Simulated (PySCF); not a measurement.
Species: C₆H₄O.
SMILES with atom numbers: `[CH3:1][C:2]#[C:3][C:4]#[C:5][CH:6]=[O:7]` (hydrogens: H8, H9, H10 on C1; H11 on C6)

All values: CAM-B3LYP/def2-SVPD (PySCF, non-relativistic), on one gas-phase PBE0-D3(BJ)/def2-SVP geometry that isn't relaxed in the solvent. The solvent is an IEF-PCM continuum (Bondi radii, 1.10 Å for H, scaled by 1.2), and excitations are vertical TDDFT with non-equilibrium linear response and a frozen core. The model holds no explicit solvent molecules, cavitation or dispersion.

Gas-phase singlets (H = HOMO, L = LUMO):

| state | E (eV) | λ (nm) | f | leading configurations |
| --- | --- | --- | --- | --- |
| S1 | 3.677 | 337 | 0.000 | H→L 86%, H-2→L 8% |
| S2 | 3.817 | 325 | 0.000 | H-2→L 82%, H→L 9% |
| S3 | 4.367 | 284 | 0.100 | H-1→L 67%, H→L+1 29% |
| S4 | 4.913 | 252 | 0.000 | H-1→L+1 97% |
| S5 | 6.268 | 198 | 0.000 | H-4→L 65%, H→L+4 29% |

How does the list change in chloroform (ε = 4.711)?

| state | E (eV) | λ (nm) | f | leading configurations | change by rank (eV) |
| --- | --- | --- | --- | --- | --- |
| S1 | 3.632 | 341 | 0.000 | H→L 94% | -0.045 |
| S2 | 3.930 | 315 | 0.000 | H-2→L 90%, H-2→L+4 8% | +0.113 |
| S3 | 4.296 | 289 | 0.166 | H-1→L 72%, H→L+1 24% | -0.071 |
| S4 | 4.929 | 252 | 0.000 | H-1→L+1 97% | +0.016 |
| S5 | 6.237 | 199 | 0.000 | H-4→L 67%, H→L+4 28% | -0.031 |

What are the lowest 5 singlets in dimethylsulfoxide (ε = 46.83)?

```json
{"state": "S1", "E (eV)": "3.616", "λ (nm)": "343", "f": "0.000", "leading configurations": "H→L 94%", "change by rank (eV)": "-0.061"}
{"state": "S2", "E (eV)": "3.979", "λ (nm)": "312", "f": "0.000", "leading configurations": "H-2→L 91%, H-2→L+4 8%", "change by rank (eV)": "+0.162"}
{"state": "S3", "E (eV)": "4.283", "λ (nm)": "290", "f": "0.174", "leading configurations": "H-1→L 72%, H→L+1 24%", "change by rank (eV)": "-0.084"}
{"state": "S4", "E (eV)": "4.935", "λ (nm)": "251", "f": "0.000", "leading configurations": "H-1→L+1 97%", "change by rank (eV)": "+0.022"}
{"state": "S5", "E (eV)": "6.230", "λ (nm)": "199", "f": "0.000", "leading configurations": "H-4→L 67%, H→L+4 27%", "change by rank (eV)": "-0.038"}
```

The ground-state energy changes by -0.275 eV from gas to dimethylsulfoxide. By how much does the total energy of gas-phase S1 change?

E(S1) = E(S0) + excitation energy, so it changes by -0.275 − 0.061 = -0.336 eV: it is lowered more than the ground state, which is what a red shift means. This is the vertical state, with the slow part of the continuum still set for S0.

How do the frontier levels move from gas to dimethylsulfoxide?

| orbital | gas (eV) | solvent (eV) | change (eV) | Löwdin shares, gas | Löwdin shares, solvent |
| --- | --- | --- | --- | --- | --- |
| LUMO+2 | 0.96 | 1.23 | +0.27 | C1 33 %, C2 20 %, C3 12 %, H9 9 % | C3 20 %, C2 19 %, C4 16 %, C1 15 % |
| LUMO+1 | 0.09 | 0.12 | +0.03 | C5 22 %, C2 20 %, C4 19 %, C3 17 % | C5 22 %, C2 20 %, C4 20 %, C3 16 % |
| LUMO | -1.37 | -1.44 | -0.07 | C6 22 %, O7 22 %, C4 16 %, C5 14 % | C6 23 %, O7 22 %, C4 17 %, C5 14 % |
| HOMO | -8.83 | -8.79 | +0.04 | C2 24 %, C5 22 %, C3 21 %, C4 18 % | C2 25 %, C3 22 %, C5 22 %, C4 17 % |
| HOMO-1 | -8.90 | -8.89 | +0.01 | C2 22 %, C5 22 %, C3 20 %, C4 16 % | C2 23 %, C3 22 %, C5 21 %, C4 15 % |
| HOMO-2 | -9.57 | -9.83 | -0.26 | O7 68 %, C6 16 %, H11 9 %, C5 6 % | O7 67 %, C6 17 %, H11 9 %, C5 7 % |
| HOMO-3 | -11.60 | -11.62 | -0.02 | C4 26 %, C3 24 %, C5 14 %, C2 13 % | C4 27 %, C3 22 %, C5 16 %, C2 11 % |

The HOMO–LUMO gap goes from 7.46 to 7.35 eV. Rows go by rank; for LUMO+2 the atom shares or the degeneracy differ between the runs, so the row needn't follow one orbital.

On an Intel Xeon 6975P-C with one thread, shared host, this took 13 s and 0.91 GiB of memory at its peak. This is the whole response run at CAM-B3LYP/def2-SVPD in dimethylsulfoxide, SCF included.
